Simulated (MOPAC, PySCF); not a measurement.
CH$_{3}$BN$_{2}$, SMILES `BNC#N`, neutral singlet in the gas phase. 

Cartesian coordinates (Å):
```xyz
7

B     -1.0705    -0.2082     0.0331
N      0.1900     0.4202     0.1748
C      1.3633    -0.1032    -0.2158
N      2.3750    -0.5536    -0.5521
H     -1.1104    -1.2838    -0.4689
H     -2.0176     0.3912     0.4317
H      0.2702     1.3373     0.5973
```
Charge 0, spin multiplicity 1.

All levels are single points at this geometry (r2SCAN-D4/def2-TZVP); Pople sets use spherical d functions. Orbital energies aren't observables, and empty levels follow the basis.

```
level                         HOMO (eV)  LUMO (eV)  gap (eV)  dipole (D)  vertical IE, Delta-SCF (eV)
----------------------------  ---------  ---------  --------  ----------  ---------------------------
r2SCAN-D4/def2-TZVP in PySCF      -7.65      -1.97      5.69        3.75                        11.01
B3LYP/6-31G* in PySCF             -8.13      -1.08      7.05        3.57                        10.93
BP86/6-31G* in PySCF              -7.23      -1.98      5.25        3.46                            –
PBE/6-31G* in PySCF               -7.13      -1.90      5.23        3.43                        10.87
HF/3-21G in PySCF                -11.46       2.94     14.39        3.71                            –
AM1 in MOPAC                     -11.08       1.38     12.46        2.84                            –
```
